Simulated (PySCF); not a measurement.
Protons, H atoms and electrons added to or taken from N=C=O. Isolated molecules, 0 K electronic values unless said otherwise. One relaxed conformer stands for each flexible species; it need not be the lowest. Strings in code marks are SMILES.

The S1–T1 gap (TDA) from two functionals at the same geometries (M06-2X/def2-TZVP), both in PySCF: PBE-D3(BJ)/def2-TZVP and B3LYP-D3(BJ)/def2-TZVP. B3LYP has the VWN-RPA correlation part, as in Gaussian. Excitations are Tamm–Dancoff values on a coarser integration grid. The basis has no diffuse functions, so Rydberg states are missing or too high.

```tsv
species	B3LYP-D3(BJ)/def2-TZVP (eV)
neutral parent (`N=C=O`)	0.45
proton added at N1 (`[NH2+]=C=O`)	0.32
proton added at O3 (`C(=N)=[OH+]` (not the most basic site))	0.64
```

Task: What does PBE-D3(BJ)/def2-TZVP give for each?

Result: 
- neutral parent (`N=C=O`): 0.48
- proton added at N1 (`[NH2+]=C=O`): 0.33
- proton added at O3 (`C(=N)=[OH+]` (not the most basic site)): 0.56
Over these rows, drawn at random from the members with no instability flagged (it was tested for open shells, ions and some series alone), PBE minus B3LYP-D3(BJ): mean -0.02 eV, from -0.09 eV to +0.03 eV.
